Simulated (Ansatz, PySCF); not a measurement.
Breaking the Be1–H2 bond in BeClH (SMILES [BeH][Cl]) (multiplicity 1 held, fragments rigid). Energies count from the point at 1.323 Å.
Geometry at that point (charge 0, multiplicity 1):
```
atom   x (Å)   y (Å)    z (Å)
----  ------  ------  -------
Be    0.0000  0.0000  -1.3353
H     0.0000  0.0000  -2.6579
Cl    0.0000  0.0000   0.4705
```

Unrestricted levels (U-) break spin symmetry where that is lower. Active spaces are followed from a long bond inwards. Levels need not reach the same state.

Cores are frozen in the correlated methods. Rows in 3-21G, 6-31G* carry no dispersion term and start afresh at each structure (6-31G* with six Cartesian d functions). MP2/6-31G* freezes PySCF's default core, which is smaller on s-block atoms.

Programs: Ansatz (a program for electronic structure); PySCF for 3-21G rows, 6-31G* rows. 

Other levels give for the energy at R = 4.233 Å: U-PBE/aug-cc-pV(T+d)Z 378.0; U-B3LYP/aug-cc-pV(T+d)Z 398.7; U-wB97X-V/aug-cc-pV(T+d)Z 402.3; FIC-MRCISD+Q on CASSCF(2,2)/aug-cc-pV(T+d)Z 393.5 kJ/mol.

Common cheap choices:

```
level           energy at R = 4.233 Å (kJ/mol)
--------------  ------------------------------
R-HF/3-21G                               700.1
R-HF/6-31G*                              689.3
U-HF/6-31G*                              308.2
R-B3LYP/6-31G*                           544.6
U-B3LYP/6-31G*                           400.1
R-MP2/6-31G*                             516.5
```

Doubts at one or more of the structures used: a restricted determinant that unrestricted orbitals would lower (R-HF/3-21G, R-HF/6-31G*, R-B3LYP/6-31G*, R-MP2/6-31G*); a spin-contaminated determinant (U-HF/6-31G*, U-B3LYP/6-31G*, U-PBE/aug-cc-pV(T+d)Z, U-B3LYP/aug-cc-pV(T+d)Z, U-wB97X-V/aug-cc-pV(T+d)Z).
